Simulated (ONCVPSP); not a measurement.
# Which change was made? (Tc, ONCV)

* Element: technetium
* Generator: ONCVPSP 4.0.1
* Type: optimised norm-conserving Vanderbilt (ONCV)
* Functional: PBE
* Relativity: scalar-relativistic
* Frozen core: [Ar] 3d10
* Valence charge: 15
* Reference configuration: 4s2 4p6 4d5 5s2
* Partial waves: 4s+5s: rc 1.55 bohr, ncon 4, nbas 8, qcut 6.3 1/bohr, 2 projectors; 4p: rc 1.25 bohr, ncon 4, nbas 7, qcut 7.3 1/bohr, 2 projectors, debl 3.2 Ha; 4d: rc 2.35 bohr, ncon 4, nbas 9, qcut 7.9 1/bohr, 2 projectors, debl 0.5 Ha
* Local potential: polynomial inside 1.05 bohr (lpopt 2, dvloc0 4 Ha)
* Core correction: none

Cutoffs, loose and tight: the cutoffs (Ha) at which the residual kinetic energy of the hardest occupied pseudo-wave falls to 1 and 0.1 mHa per electron. They do not see the model core or the augmentation charge, which bear on the density cutoff. Test errors are all-electron minus pseudo excitation energies from the reference, over the configurations 4s2 4p6 4d5 5s1; 4s2 4p6 4d5 5s0; 4s2 4p6 4d4 5s0; 4s2 4p6 4d6 5s0; variants that change the core or the reference have their own tests.

The base gives: outcome: generated; cutoff, loose: 41 Ha; cutoff, tight: 88 Ha; bound ghosts: none; GHOST(+) flags above zero: none; largest test error (meV): -4.5.

(1) After one change the result is: outcome: generated; cutoff, loose: 122 Ha; cutoff, tight: 151 Ha; bound ghosts: none; GHOST(+) flags above zero: none; largest test error (meV): +5.9. Which change was it?
A. s: rc 1.08
B. s: rc 1.36
C. s: rc 1.2

Answers

(1) A. The others give: s: rc 1.2 → outcome: generated; cutoff, loose: 95 Ha; cutoff, tight: 123 Ha; bound ghosts: none; GHOST(+) flags above zero: none; largest test error (meV): +5.5 | s: rc 1.36 → outcome: generated; cutoff, loose: 41 Ha; cutoff, tight: 92 Ha; bound ghosts: none; GHOST(+) flags above zero: none; largest test error (meV): +4.8.
